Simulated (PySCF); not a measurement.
A PySCF script (with the pyscf-properties extension) for the NMR shieldings of `CCS[SiH2]C(F)(F)F`, C3H7F3SSi, on a GFN2-xTB geometry:

```python
import basis_set_exchange as bse
import numpy as np
from pyscf import gto, dft
from pyscf.prop import nmr

atoms = """
C    -2.429221    0.396193   -0.142525
C    -1.715361   -0.819177    0.410262
S    -0.110174   -0.392502    1.195775
Si    1.084582   -0.034481   -0.511177
C     2.856529    0.337207    0.164814
F     2.935211    1.498878    0.838010
F     3.730560    0.442377   -0.858958
F     3.350063   -0.612906    0.976459
H    -3.416907    0.109659   -0.497344
H    -1.876279    0.830168   -0.971843
H    -2.544442    1.149843    0.631938
H    -2.294543   -1.277003    1.210319
H    -1.523169   -1.561937   -0.361223
H     1.216963   -1.218049   -1.351737
H     0.731775    1.159719   -1.271651
"""
names = dict.fromkeys(["C", "S", "Si", "F", "H"], "pcSseg-1")
basis = {el: gto.basis.parse(bse.get_basis(n, elements=[el], fmt="nwchem")) for el, n in names.items()}
mol = gto.M(atom=atoms, basis=basis, charge=0, verbose=0)
mf = dft.RKS(mol, xc="PBE0")
mf.grids.level = 2
mf.grids.alignment = dft.numint.BLKSIZE   # the property module wants whole blocks of grid points
mf.conv_tol = 1e-9
mf.kernel()

calc = nmr.RKS(mf)   # GIAO
C = mf.mo_coeff
Co = C[:, mf.mo_occ > 0]
resp = mf.gen_response(singlet=True, hermi=2)
def vind(x):   # induced exchange potential for any number of trial vectors
    d = np.einsum("pi,xij,qj->xpq", C, 2 * x.reshape(-1, C.shape[1], Co.shape[1]), Co, optimize=True)
    return np.einsum("xpq,pi,qj->xij", resp(d - d.transpose(0, 2, 1)), C, Co, optimize=True).ravel()
mo1, _ = nmr.rhf.solve_mo1(calc, with_cphf=vind)
sigma = calc.kernel(mo1)
for i, s in enumerate(sigma):   # ppm
    print("%2d %-2s %9.2f" % (i, mol.atom_pure_symbol(i), np.trace(s) / 3))
```

Question: What are the results?

Answer: 
```
 0 C     166.45
 1 C     158.61
 2 S     661.77
 3 Si    382.24
 4 C      48.68
 5 F     240.86
 6 F     238.54
 7 F     241.59
 8 H      30.29
 9 H      30.44
10 H      30.32
11 H      28.98
12 H      29.22
13 H      26.90
14 H      26.74
```

These numbers come from an equivalent density-fitted implementation of the same equations, which agrees with the script to about 0.01 ppm for H and up to a few tenths of a ppm for heavy atoms, so last digits may differ.

Question: Turn these shieldings into chemical shifts. δ = σ(ref) − σ, references computed at the same level: TMS for ¹³C (σref 186.93) and ²⁹Si (σref 349.16) and ¹H (σref 31.72); CS2 for ³³S (σref 503.73); ¹⁹F (σref 170.95) against CFCl3.

Answer: Averaging equivalent atoms: C 4: 138.2; C 1: 28.3; C 0: 20.5; S 2: -158; Si 3: -33.1; F 5/6/7: -69.4; H 13/14: 4.90; H 11/12: 2.62; H 8/9/10: 1.37 ppm. Unscaled 19F shifts against computed CFCl3 carry errors that often reach 10 to 50 ppm.

Size and cost of the density-fitted run: 185 basis functions, 46 s wall time on 1 thread of an Arm Neoverse N1, shared host; peak memory 0.97 GiB.
